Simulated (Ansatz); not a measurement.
Relaxation of C2H9AlClN (14 atoms, charge 0, multiplicity 1), to a largest force component of 0.03 eV/Å in at most 50 steps.

Method: RKS PBE0/6-31G* in Ansatz 0.2.0.

```xyz
14
Properties=species:S:1:pos:R:3
Al -0.164 0.427 -0.132
C 1.612 -0.056 0.577
C -0.704 0.018 -1.973
N -1.225 1.419 0.905
H 0.569 -1.947 1.569
Cl -0.518 -2.679 1.508
H 1.682 -0.093 1.675
H 2.341 0.706 0.266
H 1.996 -1.004 0.171
H -0.538 -1.037 -2.223
H -0.111 0.607 -2.687
H -1.759 0.241 -2.167
H -2.156 1.719 0.649
H -1.025 1.681 1.860
```

Task: Where does it end, and by what steps?

Result: The run converged. The force dipped under the threshold on the way, but the program's further checks kept it going. After 16 steps the energy has fallen by 0.042 eV; Cl6 moved furthest, 0.58 Å.

| step | energy less start (eV) | largest force component (eV/Å) | accepted |
| --- | --- | --- | --- |
| 0 | 0.0000 | 0.579 | yes |
| 1 | -0.0110 | 0.498 | yes |
| 2 | 0.0938 | 2.178 | no |
| 3 | -0.0202 | 0.055 | yes |
| 4 | -0.0246 | 0.106 | yes |
| 5 | -0.0268 | 0.483 | yes |
| 6 | -0.0235 | 0.748 | no |
| 7 | -0.0353 | 0.028 | yes |
| 8 | -0.0384 | 0.098 | yes |
| 9 | -0.0365 | 0.416 | no |
| 10 | -0.0403 | 0.056 | yes |
| 11 | -0.0367 | 0.192 | no |
| 12 | -0.0410 | 0.039 | yes |
| 13 | -0.0410 | 0.054 | no |
| 14 | -0.0412 | 0.022 | yes |
| 15 | -0.0414 | 0.008 | yes |
| 16 | -0.0415 | 0.020 | yes |

```xyz
14
Properties=species:S:1:pos:R:3
Al -0.132 0.409 -0.082
C 1.684 0.067 0.613
C -0.731 -0.093 -1.884
N -1.182 1.479 0.894
H 0.460 -2.442 1.562
Cl -0.691 -2.473 0.990
H 1.716 0.002 1.709
H 2.365 0.882 0.334
H 2.124 -0.853 0.205
H -0.531 -1.150 -2.100
H -0.207 0.493 -2.652
H -1.805 0.075 -2.030
H -2.116 1.762 0.632
H -0.955 1.841 1.810
```

Run time: 57 s on 2 threads of Arm Neoverse V2, on a shared host, peak memory 0.2 GiB.
